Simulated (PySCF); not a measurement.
C5H9NOSi.
Atom-mapped SMILES: `[CH3:1][Si@H:2]1[CH:3]=[C:4]([C:5]([NH2:6])=[O:7])[CH2:8]1` (hydrogens: H9, H10, H11 on C1; H12 on Si2; H13 on C3; H14, H15 on N6; H16, H17 on C8)

Structure used (GFN2-xTB), in Å, numbered top down from 1:
```
atom  x, y, z in Å
C1    -2.863   -0.013   -0.464
Si2   -1.361   -0.932    0.234
C3     0.241   -0.899   -0.771
C4     0.907   -0.157    0.130
C5     2.307    0.303    0.057
N6     2.711    1.041    1.125
O7     3.050    0.055   -0.872
C8    -0.081    0.110    1.243
H9    -2.583    0.949   -0.884
H10   -3.611    0.160    0.303
H11   -3.330   -0.596   -1.252
H12   -1.727   -2.210    0.852
H13    0.638   -1.275   -1.698
H14    3.658    1.379    1.154
H15    2.100    1.227    1.899
H16   -0.297    1.169    1.382
H17    0.235   -0.299    2.202
```

Level of theory: TDDFT CAM-B3LYP/def2-SVPD, vertical, gas phase, core orbitals frozen in the response in PySCF 2.14.0, density-fitted response routines.

Computed states:

| state | E (eV) | f |
| --- | --- | --- |
| S1 | 4.52 | 0.0005 |
| S2 | 5.83 | 0.195 |
| S3 | 5.89 | 0.022 |
| S4 | 6.27 | 0.151 |
| S5 | 6.57 | 0.0072 |
| S6 | 7.18 | 0.0046 |
| S7 | 7.23 | 0.0008 |
| S8 | 7.29 | 0.015 |

Broadening: Gaussians 0.25 eV wide at half height, area fixed by f = 4.319×10⁻⁹ ∫ε dν̃. The cross-section is σ = 3.8235×10⁻²¹ ε cm², given in Mb (10⁻¹⁸ cm²). The width is an assumption, not a result. The curve ends short of the highest state used, and states not computed would add to its high-energy end.

(1) Give the broadened spectrum and its maxima.

(2) Coming from long wavelengths, where does ε first pass 100 L mol⁻¹ cm⁻¹?

(3) Does any computed singlet lie in the visible range?

(4) On this curve, what absorbance would a 10⁻⁵ mol/L sample give at 222 nm over a 1 cm path?

Answers

(1) 
| E (eV) | σ (Mb) |
| --- | --- |
| 4.15 | 0.00 |
| 4.24 | 0.01 |
| 4.32 | 0.03 |
| 4.41 | 0.11 |
| 4.50 | 0.18 |
| 4.59 | 0.16 |
| 4.68 | 0.06 |
| 4.76 | 0.02 |
| 4.85 | 0.00 |
| 4.94 | 0.00 |
| 5.03 | 0.00 |
| 5.11 | 0.00 |
| 5.20 | 0.00 |
| 5.29 | 0.00 |
| 5.38 | 0.01 |
| 5.46 | 0.16 |
| 5.55 | 2.24 |
| 5.64 | 15.39 |
| 5.73 | 51.96 |
| 5.82 | 86.45 |
| 5.90 | 75.54 |
| 5.99 | 35.62 |
| 6.08 | 20.90 |
| 6.17 | 42.20 |
| 6.25 | 61.66 |
| 6.34 | 49.16 |
| 6.43 | 20.16 |
| 6.52 | 6.24 |
| 6.60 | 3.31 |
| 6.69 | 1.60 |

Maxima: 274 nm (4.52 eV), ε about 50, made up of S1 (100%); 212 nm (5.84 eV), ε about 23000, made up of S2 (91%); 198 nm (6.27 eV), ε about 16000, made up of S4 (100%) (ε in L mol⁻¹ cm⁻¹; maxima over ε = 5, shares over 10%).

(2) At about 226 nm (5.49 eV), 0.96 eV above S1.

(3) No computed singlet lies in the visible range (380 to 750 nm); the lowest, at 274 nm, stands 1.26 eV above its violet end (3.26 eV).

(4) 222 nm is 5.585 eV, where ε is about 1300 L mol⁻¹ cm⁻¹, so A = ε c l ≈ 0.013 (Beer–Lambert, with the gas-phase spectrum and the assumed width).

One conformer stands for the species.
